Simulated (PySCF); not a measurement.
## Correlation energy of Cu²⁺ (copper, charge +2)

[Ar] 3d9, 2D determinant. All numbers are calculated (PySCF 2.14, scalar relativity by spin-free X2C-1e, in ANO-RCC-VTZP (6s5p3d2f1g, 59 functions)). Frozen: [Ar]; 9 electrons correlated.

```json
{"level": "CCSD", "correlation energy (mhartree)": "-320.59"}
{"level": "(T)", "correlation energy (mhartree)": "-7.16"}
{"level": "CCSD(T)", "correlation energy (mhartree)": "-327.75"}
```

Diagnostics: T1 = 0.0077, D1 = 0.0115, largest double amplitude 0.020.

Cost of the coupled-cluster step: of the order of 2.8 core-seconds, for 9 correlated electrons.

Iterations:

```
CC2 = 0
CCSD nocc = (np.int64(5), np.int64(4)), nmo = (50, 50)
frozen orbitals [[0, 1, 2, 3, 4, 5, 6, 7, 8], [0, 1, 2, 3, 4, 5, 6, 7, 8]]
max_cycle = 100
direct = 0
conv_tol = 1e-08
conv_tol_normt = 1e-06
diis_space = 8
diis_start_cycle = 0
Init t2, MP2 energy = -0.345353490217785
Init E_corr(UCCSD) = -0.345353490232038
cycle = 1  E_corr(UCCSD) = -0.31396683767617  dE = 0.0313866526  norm(t1,t2) = 0.0519405
cycle = 2  E_corr(UCCSD) = -0.321843655359894  dE = -0.00787681768  norm(t1,t2) = 0.0170582
cycle = 3  E_corr(UCCSD) = -0.320481079110557  dE = 0.00136257625  norm(t1,t2) = 0.00736597
cycle = 4  E_corr(UCCSD) = -0.320508085261695  dE = -2.70061511e-05  norm(t1,t2) = 0.00154613
cycle = 5  E_corr(UCCSD) = -0.320600385453098  dE = -9.23001914e-05  norm(t1,t2) = 0.000387947
cycle = 6  E_corr(UCCSD) = -0.320586173392487  dE = 1.42120606e-05  norm(t1,t2) = 0.000116426
cycle = 7  E_corr(UCCSD) = -0.320585424806948  dE = 7.48585539e-07  norm(t1,t2) = 4.30969e-05
cycle = 8  E_corr(UCCSD) = -0.320586687800516  dE = -1.26299357e-06  norm(t1,t2) = 1.55576e-05
cycle = 9  E_corr(UCCSD) = -0.320586617060601  dE = 7.07399149e-08  norm(t1,t2) = 7.34764e-06
cycle = 10  E_corr(UCCSD) = -0.320586401005779  dE = 2.16054823e-07  norm(t1,t2) = 2.52085e-06
cycle = 11  E_corr(UCCSD) = -0.320586467613715  dE = -6.66079368e-08  norm(t1,t2) = 9.32969e-07
cycle = 12  E_corr(UCCSD) = -0.320586453424887  dE = 1.41888284e-08  norm(t1,t2) = 5.37136e-07
cycle = 13  E_corr(UCCSD) = -0.320586444921496  dE = 8.50339066e-09  norm(t1,t2) = 2.31005e-07
UCCSD converged
E(UCCSD) = -1652.59340197192  E_corr = -0.3205864449214962
UCCSD(T) correction = -0.00716206914410223
```
